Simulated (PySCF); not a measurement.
Harmonic spectrum computed at PBE0 in the def2-TZVP basis family (core potentials from Rb on, PySCF, no spin–orbit coupling):

```tsv
ω (cm⁻¹)	IR (km/mol)
196	29.5
226	4.8
340	0.4
726	71.0
980	84.0
1022	38.0
```

Q: Which molecule gave it? In each, all ligands are bound to the one heavy central atom.
A. AsO₂F (singlet)
B. CoO₂F (triplet)
C. SbO₂F (singlet)
D. TaO₂F (singlet)

A: B. It has C2v symmetry with Co–F 1.686 Å, Co–O 1.552 Å (×2).
